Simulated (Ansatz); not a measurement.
```yaml
crystal:
  periodic: [false, false, false]
  atoms:
    - {symbol: Ga, position_ang: [1.525428, 1.484449, -1.148166]}
    - {symbol: Ga, position_ang: [-1.386103, 0.816555, -0.861719]}
    - {symbol: Ga, position_ang: [1.432933, -0.772293, 0.823300]}
    - {symbol: As, position_ang: [0.185149, 1.608907, 1.208362]}
    - {symbol: As, position_ang: [-1.213403, -0.288731, 1.753883]}
    - {symbol: As, position_ang: [0.483879, -0.958974, -1.711617]}
    - {symbol: As, position_ang: [-1.027892, -1.889912, -0.064032]}
basis:
  gaussian: {orbitals: def2-TZVP, initial_orbitals: start.molden}
magnetization: {spin_polarized: true, initial_magnetization: 1}
hamiltonian: {xc: pbe0, dispersion: d4}
scf: {omitted_lower_state_checks: [starts]}
output: {forces: true, orbitals: {seedname: orbitals}}
```

The file start.molden holds the orbitals of an earlier run on this structure, at another level or in another basis.

```sh
$ ansatz run in.yaml --threads 4 --pin off --events-out ev --progress --plain --max-ram 6963MiB
```

Task: Does this run fit into the memory that it is given?

Result: No. It has 336 basis functions, and Ansatz plans for 7.14 GiB where 6.79 GiB are given.
